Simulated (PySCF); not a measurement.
These 2 structures share the formula CH5ClOSi. Theory: PySCF, PBE0-D3(BJ)/def2-SVP geometry optimisation, gas phase. One conformer each; no zero-point energy, no entropy. No frequencies were run at this level. Point groups hold within 0.08 Å.

Question: Rank from lowest to highest electronic energy at this level (kcal/mol).
A. `[OH:1][SiH2:2][CH2:3][Cl:4]` with H–O1–Si2–C3 46°, O1–Si2–C3–Cl4 -54°
B. `[CH3:1][O:2][SiH2:3][Cl:4]` with C1–O2–Si3–Cl4 177°

Answer: B (0.0), A (19.7).

As drawn, the higher has an O–H bond and an Si–C bond, which the lower lacks.

| SMILES | E (Eh) | E rel (kcal/mol) | dipole (D) | point group | A, B, C (MHz) |
| --- | --- | --- | --- | --- | --- |
| CO[SiH2]Cl | -865.37646 | 0.0 | 2.50 | near Cs | 16047, 2070, 1898 |
| O[SiH2]CCl | -865.34503 | 19.7 | 1.19 | C1 | 8462, 2573, 2153 |

Question: How do the relative energies change in single points at mPW1PW91/pcSseg-2 (no added dispersion term) on the same geometries?

Answer: 
```
    SMILES  PBE0-D3(BJ)/def2-SVP (kcal/mol)  mPW1PW91/pcSseg-2 (kcal/mol)  shift
CO[SiH2]Cl                              0.0                           0.0    0.0
O[SiH2]CCl                             19.7                          17.5   -2.2
```

Each column counts from its own lowest isomer. The order is unchanged; the largest shift is 2.2 kcal/mol.
